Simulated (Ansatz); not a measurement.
Reaction (isomerisation): `[SiH3][Al]1[CH2][O]1` → `C1[O][AlH][SiH2]1`

Calculated with Ansatz (gas phase, PBE0-D4/def2-TZVP geometries, no zero-point term in ΔE). CCSD(T)/CBS adds triple-zeta CCSD(T) − MP2 to the extrapolated MP2 energy (def2 sets, frozen cores). DFT in def2-TZVPP.

`[SiH3][Al]1[CH2][O]1`:

```xyz
9

Si   -0.864    1.554   -1.080
Al    0.145   -0.258    0.194
C     0.870   -1.569    1.347
O     0.972   -1.728   -0.116
H    -2.315    1.631   -0.760
H    -0.226    2.842   -0.693
H    -0.695    1.345   -2.541
H     0.271   -2.349    1.818
H     1.842   -1.467    1.831
```

`C1[O][AlH][SiH2]1`:

```xyz
9

C     0.859   -0.105   -0.648
O    -0.036    0.857   -1.239
Al   -1.377    0.978   -0.164
Si   -0.023   -0.649    0.985
H     1.833    0.362   -0.466
H     1.014   -0.938   -1.341
H    -2.631    1.917   -0.385
H     0.739   -0.324    2.225
H    -0.377   -2.096    1.032
```

CCSD(T)/CBS gives -1.01 eV.

Problem. Another level gave -1.10 eV. Which?
A. HF/def2-TZVPP
B. MP2/def2-TZVPP
C. RPA@PBE/def2-TZVPP
D. revPBE/def2-TZVPP

Solution. A. HF/def2-TZVPP -1.10, MP2/def2-TZVPP -1.02, RPA@PBE/def2-TZVPP -0.97, revPBE -0.85 eV.

Problem. What do rigid-rotor, harmonic-oscillator terms from PBE0-D4/def2-TZVP frequencies (298.15 K, 1 bar) make of the CCSD(T)/CBS value? (An estimate is asked.)

Solution. Ansatz gave: ΔZPE = +0.02 eV, ΔH = -1.02 eV, ΔS = -34 J/(mol·K), ΔG = -0.91 eV. Modes under 50 cm⁻¹ make the entropy rough.

Largest T1 diagnostic among the species: 0.017.

The D4 term adds −0.06 eV with B3LYP and −0.03 eV with PBE0; it sums over pairs of atoms, weighted by their polarisabilities, and B3LYP, whose exchange is more repulsive, gets the larger term. From r2SCAN to r2SCAN0 (25 % exact exchange), in def2-TZVPP and without D4, ΔE moves by −0.08 eV.

B3LYP here is the variant with VWN-RPA as its local correlation; programs differ in this.
